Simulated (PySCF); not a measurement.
C5H7FO, SMILES C=C1O[C@](C1)(C)F. Heavy atoms are numbered as in [CH2:1]=[C:2]1[CH2:3][C@@:4]([CH3:5])([F:6])[O:7]1. Hydrogens are named by the atom that carries them.

Geometry: B3LYP-D3(BJ)/def2-SVP. The structure was generated by enumeration; whether it is a known compound was not checked.

All values below come from PBE/def2-TZVP (PySCF).

Atomic charges (e), one atom of each kind:

```csv
atom,meta-Löwdin,Mulliken
C1 (CH2),-0.37,-0.34
C2,0.21,0.12
C3 (CH2),-0.28,-0.17
C4,0.48,0.28
C5 (CH3),-0.37,-0.38
F6,-0.29,-0.17
O7,-0.33,-0.20
H on C1,0.14,0.12
H on C3,0.14,0.12
H on C5,0.13,0.13
```

**Question.** Give the Mayer and Wiberg (Löwdin basis) orders of the bonds. (An estimate is asked for; the answer gives what the named calculation found.)

**Answer.** 
```csv
bond,Mayer,Wiberg
C1–C2,1.81,2.10
C2–C3,1.06,1.14
C3–C4,1.00,1.09
C4–C5,0.99,1.26
C4–F6,1.15,1.67
C2–O7,1.10,1.47
C4–O7,1.02,1.35
```
